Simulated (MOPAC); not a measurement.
Stepwise substitution at one centre (Al H-SH). Gas-phase values, no solvent. One relaxed conformer stands for each flexible species; it need not be the lowest. Strings in code marks are SMILES.

Quantity: vertical ionisation energy (energy after one electron is removed minus that of the parent at the parent's geometry), in eV.

Case: `[AlH2][SH]`. Geometry of `[AlH2][SH]` (neutral, multiplicity 1, Å):

```xyz
5

Al    -0.6466    -0.0672    -0.0442
S      1.4213    -0.7330     0.1556
H     -0.9428     1.4811    -0.1567
H     -1.7512    -1.1949    -0.0624
H      1.9193     0.5141     0.1077
```

### Question
Predict the vertical ionisation energy (energy after one electron is removed minus that of the parent at the parent's geometry) from minus the HOMO energy of AM1 // PBE0-D3(BJ)/def2-TZVP (MOPAC).

### Answer
10.21 eV.
